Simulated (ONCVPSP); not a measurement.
## u(r) = r·R(r): atom against pseudo-atom (technetium (Tc))

Columns: radius, all-electron u(r) and pseudo u(r) of the 4s shell (level -85.10 eV) of technetium in the configuration [Ar] 3d10 4s2 4p6 4d5 5s0.5; PBEsol, scalar-relativistic, ONCV scheme, ONCVPSP 4.0.1.

```csv
r (bohr),all-electron,pseudo
0.100,0.3972,0.1875
0.200,-0.1934,0.3675
0.300,-0.6122,0.5330
0.400,-0.4344,0.6778
0.500,0.0177,0.7971
0.600,0.4769,0.8877
0.700,0.8234,0.9478
0.800,1.0336,0.9779
0.900,1.1234,0.9793
1.000,1.1238,0.9555
1.100,1.0652,0.9103
1.200,0.9726,0.8485
1.300,0.8644,0.7751
1.400,0.7529,0.6947
1.500,0.6456,0.6118
1.600,0.5470,0.5298
1.700,0.4589,0.4518
1.800,0.3821,0.3800
1.900,0.3161,0.3157
2.000,0.2600,0.2600
2.100,0.2130,0.2129
2.200,0.1738,0.1737
2.300,0.1413,0.1413
2.400,0.1146,0.1146
2.500,0.0927,0.0927
2.600,0.0748,0.0748
```

**Question.** How many radial nodes do the two functions have?

**Answer.** The all-electron 4s function has n − l − 1 = 3 (the table is too coarse to show those close to the nucleus); the pseudo-wave has 0, since the states of the same l below it are removed with the core.

**Question.** At about which radius was the pseudo-wave matched?

**Answer.** 2.00 bohr, where the columns begin to agree (steps of 0.10 bohr).

**Question.** Where does each function peak?

**Answer.** Outermost all-electron maximum near 1.00 bohr, pseudo maximum near 0.90 bohr (to the table’s step).

**Question.** Is the pseudo-wave norm-conserving?

**Answer.** Yes: the ONCV scheme keeps the norm inside the radius equal to the all-electron one, which fixes the energy derivative of the logarithmic derivative at the level.
